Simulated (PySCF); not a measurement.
# Fractional electron number in Co⁺ (cobalt, charge +1)

The 3d beta orbital of [Ar] 3d8 is emptied in steps (occupation f), with all orbitals relaxed, ending at [Ar] 3d7. Computed with PySCF 2.14 in jorge-DZP-DKH (8s6p2d1f, 43 functions), with the spin-free X2C one-electron Hamiltonian (Gaussian nucleus). The exact energy is a straight line in f; departures are measured from the line between the end points of the same method.

```json
{"f": "1", "BHandHLYP (eV)": "0.000", "wB97X (eV)": "0.000", "HSE06 (eV)": "0.000"}
{"f": "0.9", "BHandHLYP (eV)": "-0.205", "wB97X (eV)": "-0.219", "HSE06 (eV)": "-0.480"}
{"f": "0.7", "BHandHLYP (eV)": "-0.483", "wB97X (eV)": "-0.512", "HSE06 (eV)": "-1.121"}
{"f": "0.5", "BHandHLYP (eV)": "-0.582", "wB97X (eV)": "-0.612", "HSE06 (eV)": "-1.337"}
{"f": "0.3", "BHandHLYP (eV)": "-0.495", "wB97X (eV)": "-0.515", "HSE06 (eV)": "-1.124"}
{"f": "0.1", "BHandHLYP (eV)": "-0.215", "wB97X (eV)": "-0.220", "HSE06 (eV)": "-0.482"}
{"f": "0", "BHandHLYP (eV)": "0.000", "wB97X (eV)": "0.000", "HSE06 (eV)": "0.000"}
```

Task: For BHandHLYP, how does the orbital energy at f = 1 compare with the removal energy?

Result: −ε = 14.410 eV against a total-energy difference of 16.671 eV. By Janak's theorem ε = ∂E/∂f, so the gap between them reflects the curvature. Along the path −ε is 14.839 (f = 0.9), 15.721 (f = 0.7), 16.635 (f = 0.5), 17.582 (f = 0.3), 18.569 (f = 0.1) eV.

```json
{"method": "BHandHLYP", "E(f=0) − E(f=1) (eV)": "16.671", "−ε at f=1 (eV)": "14.410", "−ε at f=0.5 (eV)": "16.635"}
{"method": "wB97X", "E(f=0) − E(f=1) (eV)": "17.206", "−ε at f=1 (eV)": "14.782", "−ε at f=0.5 (eV)": "17.198"}
{"method": "HSE06", "E(f=0) − E(f=1) (eV)": "17.121", "−ε at f=1 (eV)": "11.793", "−ε at f=0.5 (eV)": "17.112"}
```

Reference removal energy between the ground levels: 17.084 eV (measured; NIST Atomic Spectra Database, ionization energies). The calculation has no spin-orbit coupling. The determinant left behind need not be the lowest term of the ion.
